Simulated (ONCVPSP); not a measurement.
# Reading a pseudo-wave (Nb)

Columns: radius, all-electron u(r) and pseudo u(r) of the 4p shell (level -34.48 eV) of niobium in the configuration [Ar] 3d10 4s2 4p6 4d4 5s1; revPBE, scalar-relativistic, ONCV scheme, ONCVPSP 4.0.1.

```
r (bohr)  all-electron  pseudo
   0.093        0.3143  0.0114
   0.185       -0.1116  0.0475
   0.278       -0.4670  0.1124
   0.370       -0.4796  0.2019
   0.463       -0.2618  0.3091
   0.555        0.0400  0.4237
   0.648        0.3402  0.5456
   0.740        0.5885  0.6708
   0.833        0.7758  0.7937
   0.925        0.8991  0.8959
   1.018        0.9682  0.9638
   1.110        0.9920  0.9904
   1.203        0.9817  0.9814
   1.295        0.9474  0.9472
   1.388        0.8962  0.8961
   1.480        0.8359  0.8358
   1.573        0.7697  0.7696
   1.665        0.7028  0.7028
   1.758        0.6362  0.6361
   1.850        0.5730  0.5729
   1.943        0.5128  0.5127
   2.035        0.4575  0.4574
   2.128        0.4062  0.4062
   2.220        0.3601  0.3601
   2.313        0.3180  0.3180
   2.405        0.2806  0.2805
```

**Question.** How many radial nodes do the two functions have?

**Answer.** The all-electron 4p function has n − l − 1 = 2; the pseudo-wave has 0, since the states of the same l below it are removed with the core.

**Question.** At about which radius was the pseudo-wave matched?

**Answer.** 1.40 bohr. The columns agree to 0.0005 from 1.20 bohr on; several derivatives are matched, so the curves merge somewhat inside the radius.

**Question.** Where does each function peak?

**Answer.** Outermost all-electron maximum near 1.11 bohr, pseudo maximum near 1.11 bohr (to the table’s step).

**Question.** Is the pseudo-wave norm-conserving?

**Answer.** Yes: the ONCV scheme keeps the norm inside the radius equal to the all-electron one, which fixes the energy derivative of the logarithmic derivative at the level.
